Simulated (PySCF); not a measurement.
Coordinates in bohr (charge 1 multiplicity 4):
```
S     0.0000   -1.6383   -2.1818
Pb    0.0000   -0.6733    2.9009
Pb    4.4218    0.4626   -1.2827
Pb   -4.4218    0.4626   -1.2827
```

Level of theory: PySCF, UPBE0, basis S def2-SVP, Pb def2-SVP with ECP60 (scalar-relativistic core potentials, no spin–orbit coupling, density fitting).

This geometry of Pb₃S⁺ is a stationary point at this level.

Problem. What is the point group?

Solution. Cs.

Problem. Is it a minimum?

Solution. Yes: all harmonic wavenumbers are real, though the softest, 35 cm⁻¹, leaves little margin.

Problem. Which band is strongest in the infrared?

Solution. 155 cm⁻¹ (a''), 209 km/mol.

Problem. What are the dipole moment and the gap between the highest occupied and lowest empty levels of either spin?

Solution. 1.88 D about the centre of mass and 0.43 eV.

Other isomers or separated fragments may lie lower. At this level a quartet minimum of C3v symmetry lies 81 kJ/mol below this structure. Spin–orbit coupling, left out here, can matter for elements this heavy.
